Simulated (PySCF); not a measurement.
# Hartree-Fock beside MP2: ClH3NSi

These are calculations, not measurements. They come from PySCF 2.14.0, an open-source quantum chemistry program, on an isolated molecule that a program drew, which may never have been made. The molecule is ClH3NSi (charge 0, doublet), drawn as the SMILES string `N[SiH]Cl`.

The geometry was optimised and harmonic frequencies were computed with HF and MP2, all in the cc-pV(D+d)Z basis, for the commonest isotopes, with a restricted reference for singlets and an unrestricted one otherwise, and a frozen core in MP2. Each result is a local minimum of its method.

Geometry at the HF minimum:
```xyz
6
ClH3NSi, angstrom
N     0.2139   -1.7581   -2.0149
Si   -0.3059   -1.6710   -0.3950
Cl   -2.3842   -1.5445   -0.1516
H     0.3136   -0.9217   -2.5614
H    -0.0400   -2.5362   -2.5938
H     0.2609   -0.4450    0.1996
```

Lengths of the bonds as drawn, in Å (atoms numbered as above):
| bond | HF | MP2 |
|---|---|---|
| N1-Si2 | 1.703 | 1.720 |
| Si2-Cl3 | 2.096 | 2.090 |
| N1-H4 | 1.004 | 1.020 |
| N1-H5 | 1.003 | 1.018 |
| Si2-H6 | 1.476 | 1.481 |

Rotational constants, in GHz:
| constant | HF | MP2 |
|---|---|---|
| A | 21.89 | 22.32 |
| B | 3.826 | 3.767 |
| C | 3.373 | 3.338 |

Harmonic frequencies in cm^-1, each column in rising order, so a row needn't be the same motion in every method:
```
rank    HF   MP2
   1   231   223
   2   236   240
   3   439   440
   4   523   524
   5   648   606
   6   835     ?
   7   899   867
   8   973   927
   9  1685  1561
  10  2324  2274
  11  3764  3577
  12  3862  3690
```

**Estimate the missing MP2 frequency from the HF column.**

A single factor s that minimises the squared misfit of MP2 against s times HF over the other rows is sum(HF x MP2) / sum(HF^2) = 0.9552, with an rms misfit of 25 cm^-1. For rank 6 it gives 0.9552 x 835 = 798 cm^-1. The calculation gives 800 cm^-1, 2 cm^-1 above the estimate. The drawn bonds are on average 0.8 % longer in MP2 than in HF.
